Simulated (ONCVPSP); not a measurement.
# Au (Z = 79): one change to an ONCV potential, before and after

ONCVPSP 4.0.1 input, shortened (lines: element, Z, core and valence counts, functional; n l f; lmax; l rc ep ncon nbas qcut; lloc lpopt rc5 dvloc0; l nproj debl; icmod fcfact rcfact), LDA (Perdew-Zunger), scalar-relativistic:

```
  Au 79.00   10    5        3      upf
    1    0    2.00
    2    0    2.00
    2    1    6.00
    3    0    2.00
    3    1    6.00
    3    2   10.00
    4    0    2.00
    4    1    6.00
    4    2   10.00
    4    3   14.00
    5    0    2.00
    5    1    6.00
    5    2   10.00
    6    0    0.75
    6    1    0.25
    3
    0    1.50    0.00    3    6    9.90
    1    2.00    0.00    4    7    7.60
    2    1.90    0.00    4    8    9.10
    3    1.55    0.15    4    7    6.30
    4    3    1.40    0.00
    0    2    2.80
    1    3    3.60
    2    3    3.30
    3    1    1.20
    0    0.00    0.00
```

Change: d: qcut 7.

Cutoffs: the cutoffs (Ha) at which the residual kinetic energy of the hardest occupied pseudo-wave falls to 1 and 0.1 mHa per electron; they do not see the model core or the augmentation charge, which bear on the density cutoff. Errors are all-electron minus pseudo energies relative to the spin-unpolarised reference configuration.

Problem. What does the change do?

Solution. The potential gets neither clearly harder nor softer (30 Ha and 35 Ha → 30 Ha and 35 Ha); the s channel sets the loose cutoff, while the largest relative change is in d, which becomes softer; the errors of the 3 common tests hardly move; neither file shows a bound ghost.

| quantity | base | changed |
| --- | --- | --- |
| cutoff, loose | 30 Ha | 30 Ha |
| cutoff, tight | 35 Ha | 35 Ha |
| loose cutoff by channel | s 30 Ha, p 17 Ha, d 22 Ha | s 30 Ha, p 17 Ha, d 19 Ha |
| bound ghosts | none | none |
| GHOST(+) flags under 300 eV | none | none |
| tests with a reliable result | 3 of 4 | 3 of 4 |
| error for 5s2 5p6 5d10 6s1 6p0, meV [ΔE -1.31 eV] | +0.4 | +0.4 |
| error for 5s2 5p6 5d10 6s0 6p0, meV [ΔE 8.47 eV] | -3.2 | -2.9 |
| error for 5s2 5p5 5d10 6s1 6p0, meV [ΔE 65.09 eV] | -181 | -202 |
| s: phases at 1.52 bohr within 0.05 rad from the reference energy up to (Ha; the scan ends near 5) | to the end of the scan | to the end of the scan |
| p: phases at 2.03 bohr within 0.05 rad from the reference energy up to (Ha; the scan ends near 5) | to the end of the scan | to the end of the scan |
| d: phases at 1.93 bohr within 0.05 rad from the reference energy up to (Ha; the scan ends near 5) | to the end of the scan | to the end of the scan |
| f: phases at 1.58 bohr within 0.05 rad from the reference energy up to (Ha; the scan ends near 5) | to the end of the scan | to the end of the scan |
